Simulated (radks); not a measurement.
Coulomb parameter of the 3d shell of neutral iron in the model configuration [Ar] 3d7 4s1, as a second difference U = [E(n + 0.25) + E(n - 0.25) - 2 E(n)] / (0.25)^2 with all orbitals relaxed. "Bare": the charge of the atom changes with n. "Screened": the 4s shell takes up the change at fixed total charge, which measures U(3d,3d) + U(4s,4s) - 2 U(3d,4s). All-electron calculation, scalar-relativistic Kohn-Sham, PBEsol, spin-unpolarised, spherical densities, point nucleus. Program: a radial shooting solver on a logarithmic mesh with Libxc functionals.

case                 configuration  E - E(n) (eV)
start                 [Ar] 3d7 4s1          0.000
bare +0.25         [Ar] 3d7.25 4s1         -0.666
bare -0.25         [Ar] 3d6.75 4s1          1.279
screened +0.25  [Ar] 3d7.25 4s0.75          0.168
screened -0.25  [Ar] 3d6.75 4s1.25         -0.039

U(bare) = 9.798 eV, U(screened by 4s) = 2.071 eV, against the Slater integral F0(3d,3d) = 20.648 eV with frozen orbitals. The step up makes a negative ion, whose loosely bound charge lowers the bare value.
